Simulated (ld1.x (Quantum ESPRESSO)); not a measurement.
## Ranking TM potentials for argon (Ar)

All share these settings but for the change named:

argon (Ar), norm-conserving Troullier–Martins (Kleinman–Bylander form), made with ld1.x (Quantum ESPRESSO) 7.5 (PBE, non-relativistic). Core [Ne], reference 3s2 3p6. Waves: 3s (bound): rc 1.10 bohr; 3p (bound): rc 1.45 bohr. Local part: all-electron potential smoothed inside 1.40 bohr (lloc = -1). Core correction: a·sin(br)/r model core, default radius (core density twice the valence density).

Test errors are all-electron minus pseudo excitation energies from the reference, over 3s2 3p5; 3s2 3p4; 3s2 3p3; 3s1 3p6; 3s2 3p2; 3s2 3p5.5. None of these files shows a bound ghost.

The base gives 263.8 meV.

Of 8 variants that were run, those that failed, showed a ghost or another fault, or gave nearly equal values are left out.

A variant can come out equal or close to the base, since the largest error may sit in a test that the change hardly touches while other tests move.

Rank these variants by their largest absolute test error, smallest first.
A. wave 3p (bound): rc 1.45 bohr becomes 3p (bound): rc 1.50 bohr
B. type ultrasoft; waves now 3s (bound): rcut 0.95, rcutus 1.10 bohr; 3s channel at -1.1 Ry: rcut 0.95, rcutus 1.10 bohr; 3p (bound): rcut 1.25, rcutus 1.45 bohr; 3p channel at -0.4 Ry: rcut 1.25, rcutus 1.45 bohr; local potential all-electron potential smoothed inside 1.25 bohr (lloc = -1); augmentation built from norm-conserving waves at rcut, not smoothed further
C. all radii but the core radius scaled by about 1.09 (s 1.20, p 1.58 bohr); local potential all-electron potential smoothed inside 1.54 bohr (lloc = -1)
D. local potential all-electron potential smoothed inside 1.00 bohr (lloc = -1)

B (147.1 meV), C (222.9 meV), A (258.5 meV), D (315.3 meV).
